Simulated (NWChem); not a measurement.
Species: BH2OF; SMILES OBF

```xyz
5

B     -0.4324    -0.0285     0.0000
H     -1.6513    -0.0366     0.0000
F      0.2230    -1.1901     0.0000
O      0.3139     1.1028     0.0000
H     -0.2390     1.9032     0.0000
```
Atoms are numbered in this order, from 1.

Results from NWChem. Pople sets run with spherical d functions. All runs use the structure optimised with PBE-D3(BJ)/def2-SVP. Core excitations by TDA in a window of 1s orbitals, non-relativistic and unshifted: absolute energies depend strongly on the exact-exchange share.

```tsv
level	first 1s excitation (eV)	dipole oscillator strength of the first	first state with f > 0.002 (eV)	dipole oscillator strength of that state	relative time
O K edge, B3LYP/cc-pVTZ	519.7	0.0166	519.7	0.0166	10
O K edge, PBE0/def2-TZVP	521.4	0.0183	521.4	0.0183	8
B K edge, PBE/6-311G**	178.5	0.0470	178.5	0.0470	1
B K edge, B3LYP/cc-pVTZ	183.3	0.0618	183.3	0.0618	10
```

Relative times are rough (shared machine, one core).
